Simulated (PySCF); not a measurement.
From one molecule to another.

First species: C₄H₇N₃O₂Si.
SMILES: `COC(=O)c1cnn([SiH3])n1`

Second species: C6H8F2O2.
InChI=1S/C6H8F2O2/c1-2-3-4-5(9-4)10-6(7)8/h2,4-6H,1,3H2/t4-,5-/m0/s1

Levels: PBE0/pcSseg-1 for dipole moment, HOMO energy, LUMO energy and HOMO–LUMO gap; GFN2-xTB for rotational constant A and rotational constant C. Geometries: GFN2-xTB. All species are isolated and taken at one optimised geometry, non-relativistic unless stated; the electronic structure was computed with PySCF and density fitting.

Dipoles, sizes and rotational constants follow the conformer. The torsions of the flexible species, by atom-mapped SMILES:
- `[CH3:1][O:2][C:3](=[O:4])[c:5]1[cH:6][n:7][n:8]([SiH3:9])[n:10]1`: C1–O2–C3–O4 0°, O2–C3–C5–C6 180°
- `[CH2:1]=[CH:2][CH2:3][C@@H:4]1[O:5][C@H:6]1[O:7][CH:8]([F:9])[F:10]`: C1–C2–C3–C4 -8°, C2–C3–C4–O5 152°, O5–C6–O7–C8 -63°, C6–O7–C8–F9 -76°

Values for the first species:

| Property | Result |
| --- | --- |
| Dipole moment | 2.47 D |
| HOMO energy | -8.16 eV |
| LUMO energy | -1.25 eV |
| HOMO–LUMO gap | 6.91 eV |
| Rotational constant A | 2.960 GHz |
| Rotational constant C | 0.504 GHz |

**Question.** Estimate the same properties for the second species, and the change in each.

**Answer.** 
```csv
property,first,second,second less first
dipole moment,2.47 D,2.98 D,+0.51 D
HOMO energy,-8.16 eV,-7.91 eV,+0.25 eV
LUMO energy,-1.25 eV,0.13 eV,+1.38 eV
HOMO–LUMO gap,6.91 eV,8.04 eV,+1.13 eV
rotational constant A,2.960 GHz,2.917 GHz,-0.043 GHz
rotational constant C,0.504 GHz,0.570 GHz,+0.066 GHz
```

On the first: In atomic units the dipole is 0.97 e·bohr (1 au = 2.5417 D). GFN2-xTB frequencies show an imaginary mode (24i cm⁻¹), so this geometry is no minimum at that level.

On the second: The dipole matches unit charges of opposite sign 0.62 Å apart (1 e·Å = 4.8032 D).
